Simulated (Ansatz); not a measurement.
Cost and result for the atomization energy of `NCB1C=N1` (10 atoms, 10 bonds).

| atom | x (Å) | y (Å) | z (Å) |
| --- | --- | --- | --- |
| N1 | 0.259 | 1.541 | 0.988 |
| C2 | 0.649 | 0.678 | -0.132 |
| B3 | -0.156 | -0.632 | -0.350 |
| C4 | -0.629 | -1.891 | -0.883 |
| N5 | -1.238 | -1.425 | 0.167 |
| H6 | -0.710 | 1.820 | 0.885 |
| H7 | 0.301 | 1.018 | 1.854 |
| H8 | 1.711 | 0.424 | -0.026 |
| H9 | 0.622 | 1.269 | -1.056 |
| H10 | -0.808 | -2.802 | -1.448 |

The species carries charge 0 and has multiplicity 1. Geometry: relaxed with PBE0-D4/def2-TZVP. It is one conformer, not always the lowest. Program: Ansatz. All runs use 2 threads of an Intel Xeon on a shared host. Times are those of one run each, without the atoms' runs, and a repeat can differ threefold. Electronic energies, without spin–orbit coupling; frozen cores. CCSD(T)/CBS adds CCSD(T) − MP2 in def2-TZVPP to the MP2 limit, and its time is that of the two runs behind it. T1 = 0.011. B3LYP takes the VWN-RPA correlation (the form of Gaussian; ORCA's B3LYP/G).

CCSD(T)/CBS is a level of theory with its own doubt, some kJ/mol a heavy atom from the limit and from the frozen cores, so smaller differences don't rank the functionals.

| level | functions | wall time |
| --- | --- | --- |
| LDA (SPW92)/def2-TZVPP | 225 | 3.4 s |
| BHLYP-D4/def2-TZVPP | 225 | 7.5 s |
| CAM-B3LYP-D4/def2-TZVPP | 225 | 8 s |
| r2SCAN-D4/def2-TZVPP (with forces) | 225 | 9 s |
| r2SCANh-D4/def2-TZVPP | 225 | 10 s |
| CCSD(T)/def2-SVP | 95 | 11 s |
| B3LYP-D4/def2-TZVPP (with forces) | 225 | 11 s |
| B97M-V/def2-TZVPP | 225 | 16 s |
| ωB97X-V/def2-TZVPP | 225 | 16 s |
| ωB97M-V/def2-TZVPP (with forces) | 225 | 23 s |
| MP2/def2-QZVPP | 435 | 55 s |
| CCSD(T)/def2-TZVPP | 225 | 3.3 min |
| CCSD(T)/CBS(def2) | – | 4.2 min |

What atomization energy does each give, and how far from CCSD(T)/CBS? (Estimate.)

Computed: 
```csv
level,atomization (kJ/mol),difference from CCSD(T)/CBS,per bond
LDA (SPW92)/def2-TZVPP,4625.4,673.7,67.4
BHLYP-D4/def2-TZVPP,3845.6,-106.1,-10.6
CAM-B3LYP-D4/def2-TZVPP,4012.7,61.0,6.1
r2SCAN-D4/def2-TZVPP (with forces),3980.2,28.5,2.8
r2SCANh-D4/def2-TZVPP,3949.0,-2.7,-0.3
CCSD(T)/def2-SVP,3745.1,-206.6,-20.7
B3LYP-D4/def2-TZVPP (with forces),3999.9,48.2,4.8
B97M-V/def2-TZVPP,3994.6,42.9,4.3
ωB97X-V/def2-TZVPP,3998.4,46.7,4.7
ωB97M-V/def2-TZVPP (with forces),4008.8,57.1,5.7
MP2/def2-QZVPP,3998.3,46.6,4.7
CCSD(T)/def2-TZVPP,3834.8,-116.9,-11.7
CCSD(T)/CBS(def2),3951.7,0.0,0.0
```

At CCSD(T), def2-SVP lies −206.6 kJ/mol from the extrapolated value and def2-TZVPP −116.9 kJ/mol: correlation converges slowly with the basis, and small sets miss more of it in the bonded molecule than in its fragments. Leaving LDA and LC-ωPBE aside and taking each functional with its dispersion term where it has one, the values, not all of them listed here, spread over 283.4 kJ/mol, from BHLYP-D4 to PBE-D4. LDA lies +512.5 kJ/mol from PBE without D4, its usual overbinding. From PBE to PBE0 (25 % exact exchange), in def2-TZVPP and without D4, the atomization energy moves by −102.6 kJ/mol: exact exchange takes away binding that semilocal exchange gives to molecules.
